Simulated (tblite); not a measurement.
C8H7O (doublet state).
Atom-mapped SMILES: `[CH:1]#[C:2]/[C:3](=[CH:4]/[C:5]#[C:6][CH3:7])[CH2:8][O:9]` (hydrogens: H10 on C1; H11 on C4; H12, H13, H14 on C7; H15, H16 on C8)

Computed geometry: GFN2-xTB, gas phase. This method treats the open shell by occupation alone, without spin polarisation.

Task: Give the optimised bond lengths and angles.

Result: 
```csv
bond,length (Å)
C1≡C2,1.203
C2–C3,1.404
C3=C4,1.359
C4–C5,1.397
C5≡C6,1.208
C6–C7,1.441
C3–C8,1.511
C8–O9,1.307
C1–H10,1.049
C4–H11,1.083
"C7–H12, C7–H13, C7–H14",1.090
"C8–H15, C8–H16",1.122
```

Bonds in one row agree within 0.01 Å and their mean is given. A selection of angles:
```csv
angle,degrees
C2–C1–H10,179.8
C1–C2–C3,178.1
C2–C3–C4,120.6
C2–C3–C8,117.7
C4–C3–C8,121.7
C3–C4–C5,124.0
C3–C4–H11,119.7
C5–C4–H11,116.3
C4–C5–C6,178.8
C5–C6–C7,179.6
C6–C7–H12,110.1
H12–C7–H13,109.2
C3–C8–O9,119.4
C3–C8–H15,107.0
O9–C8–H15,110.9
H15–C8–H16,99.9
```

Dihedral angles: C2–C3–C4–C5 180° (antiperiplanar); C2–C3–C8–O9 0° (synperiplanar). The mirror-image conformer, all signs reversed, is as good.

Of the pairs four or more bonds apart, C5···H16 is among the closest relative to their van der Waals radii: 2.80 Å, 96 % of the sum of Bondi's values. The C–C distances run from 1.203 Å (C1≡C2, drawn triple) to 1.511 Å (C3–C8, drawn single), a spread of 0.308 Å. C3 (carbon bonded to 3 C) is planar (angles 121.7°, 120.6° and 117.7°, sum 360.0°, 0.00 Å off the plane of its three neighbours). The 9 heavy atoms lie in one plane (0.003 Å rms). C4 (carbon bonded to 2 C and H) is planar (angles 124.0°, 119.7° and 116.3°, sum 360.0°, 0.00 Å off the plane of its three neighbours).

Its lowest GFN2-xTB frequency is 20i cm⁻¹, too small to tell a flat minimum from a shallow saddle.
